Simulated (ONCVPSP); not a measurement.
## Pseudopotential generation for Ni (Z = 28): ONCV, LDA (Perdew-Wang 92), scalar-relativistic.

```
Element                 : Ni
Generator               : ONCVPSP 4.0.1
Type                    : optimised norm-conserving Vanderbilt (ONCV)
Functional              : LDA (Perdew-Wang 92)
Relativity              : scalar-relativistic
Frozen core             : [Ar]
Valence charge          : 10
Reference configuration : 3d8 4s2
Partial waves           : 4s: rc 1.80 bohr, ncon 4, nbas 7, qcut 3.9 1/bohr, 2 projectors, debl 2.5 Ha; p scattering state at 0.02 Ha: rc 1.60 bohr, ncon 5, nbas 9, qcut 4.9 1/bohr, local; 3d: rc 1.65 bohr, ncon 4, nbas 9, qcut 8.5 1/bohr, 2 projectors, debl 2.6 Ha
Local potential         : the p channel
Core correction         : Teter function, fcfact 4, rcfact 1.5
```

All-electron outer shells of the reference configuration (LDA (PZ), scalar-relativistic, ld1.x):

```json
{"shell": "3p", "level (eV)": "-71.26", "outermost node (bohr)": "0.27", "outermost maximum (bohr)": "0.65"}
{"shell": "3d", "level (eV)": "-9.14", "outermost node (bohr)": "–", "outermost maximum (bohr)": "0.63"}
{"shell": "4s", "level (eV)": "-5.87", "outermost node (bohr)": "0.92", "outermost maximum (bohr)": "2.21"}
```

Results:

* Cutoffs needed: 32 Ha and 38 Ha (the cutoffs (Ha) at which the residual kinetic energy of the hardest occupied pseudo-wave falls to 1 and 0.1 mHa per electron)
* Ghost test: no bound ghost flagged; GHOST(+) flagged for s at 51.0 eV
* Largest excitation error: +87 meV (all-electron minus pseudo) for 3d7 4s0, out of 4 test configurations
* rms error of d²Exc/dni dnj: 8.90 mHa without and 1.37 mHa with the model core

Generation and tests took about 2.9 s on one core of a shared server CPU.
